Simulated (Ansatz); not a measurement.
Basis sets compared for Ge(NMe2)H3 (C₂H₉GeN). Charge 0, multiplicity 1. Geometry PBE-D4/def2-SVP. Ansatz on 4 threads of Intel Xeon on a shared host; times are rough, and most runs start from earlier orbitals.

| atom | x (Å) | y (Å) | z (Å) |
| --- | --- | --- | --- |
| Ge1 | 0.084 | -0.280 | 1.679 |
| N2 | -0.299 | 0.161 | -0.085 |
| C3 | -0.611 | -0.920 | -0.999 |
| C4 | 0.462 | 1.234 | -0.693 |
| H5 | -1.186 | -0.532 | -1.872 |
| H6 | -1.243 | -1.684 | -0.502 |
| H7 | 0.290 | -1.444 | -1.414 |
| H8 | 0.621 | 2.061 | 0.030 |
| H9 | 1.469 | 0.923 | -1.078 |
| H10 | -0.095 | 1.658 | -1.560 |
| H11 | -1.046 | -1.232 | 2.150 |
| H12 | 0.089 | 1.050 | 2.475 |
| H13 | 1.465 | -0.995 | 1.870 |

The 6-31G sets use Cartesian d functions. B3LYP takes the VWN-RPA correlation.

Binding counts from free atoms (Ge triplet, N quartet, C triplet, H doublet) in the same basis, without a counterpoise term.

| level | functions | energy (Eh) | HOMO (eV) | LUMO (eV) | binding per atom (eV) | wall time |
| --- | --- | --- | --- | --- | --- | --- |
| HF/6-31G | 74 | -2210.3535 | -9.24 | 3.64 | 2.39 | 1.2 s |
| PBE-D4/def2-SVP | 119 | -2212.5021 | -4.75 | 0.01 | 3.57 | 1.8 s |
| B3LYP-D4/6-31G | 74 | -2213.0318 | -5.58 | 0.58 | 3.44 | 1.9 s |
| PBE0-D4/def2-SVP | 119 | -2212.5819 | -6.09 | 0.87 | 3.52 | 2.3 s |

**Question.** Estimate the rows for HF/def2-TZVP, PBE-D4/def2-TZVP, B3LYP-D4/def2-TZVP, PBE0-D4/def2-TZVP (with forces).

**Answer.** 
```json
{"level": "HF/def2-TZVP", "functions": "195", "energy (Eh)": "-2210.8194", "HOMO (eV)": "-9.47", "LUMO (eV)": "3.39", "binding per atom (eV)": "2.54", "wall time": "2.4 s"}
{"level": "PBE-D4/def2-TZVP", "functions": "195", "energy (Eh)": "-2212.9151", "HOMO (eV)": "-4.90", "LUMO (eV)": "-0.28", "binding per atom (eV)": "3.54", "wall time": "2.3 s"}
{"level": "B3LYP-D4/def2-TZVP", "functions": "195", "energy (Eh)": "-2213.4832", "HOMO (eV)": "-6.00", "LUMO (eV)": "0.29", "binding per atom (eV)": "3.51", "wall time": "4.3 s"}
{"level": "PBE0-D4/def2-TZVP (with forces)", "functions": "195", "energy (Eh)": "-2212.9900", "HOMO (eV)": "-6.20", "LUMO (eV)": "0.55", "binding per atom (eV)": "3.50", "wall time": "5.5 s"}
```
